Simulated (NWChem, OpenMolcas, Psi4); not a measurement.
**How basis sets differ on C2HCl2Si (SMILES C#C[Si](Cl)Cl)**

C2HCl2Si: 6 atoms, total charge 0, spin state doublet. SMILES: `C#C[Si](Cl)Cl`. The shape is that of a PBE0-D4/def2-TZVP optimisation.

Quantity: the dipole moment, in D. The values are calculated.

```csv
level,kind,program,value (D),CPU time
ROHF/ANO-R0 (sfX2C),Hartree–Fock,OpenMolcas,1.81,7.1 s
ROHF/ANO-RCC-MB (DKH2),Hartree–Fock,OpenMolcas,2.79,3.2 s
UHF/STO-3G,Hartree–Fock,OpenMolcas,3.39,2 s
UHF/3-21G,Hartree–Fock,NWChem,3.78,13 s
UHF/cc-pVDZ,Hartree–Fock,OpenMolcas,2.37,11 s
UHF/def2-SVP,Hartree–Fock,NWChem,2.31,26 s
UHF/def2-SVP (density fitting),Hartree–Fock,Psi4,2.31,4.8 s
```

The values span 1.81 to 3.78 D. Spin contamination of the reference (⟨S²⟩ at least 0.1 too high) touches UHF/STO-3G. Magnitudes only. Sets without polarisation functions give poor dipoles. Without the sets that lack polarisation functions the rows with a basis span only 2.31 to 2.37 D. CPU times are rough (shared hosts, several kinds of processor and program).
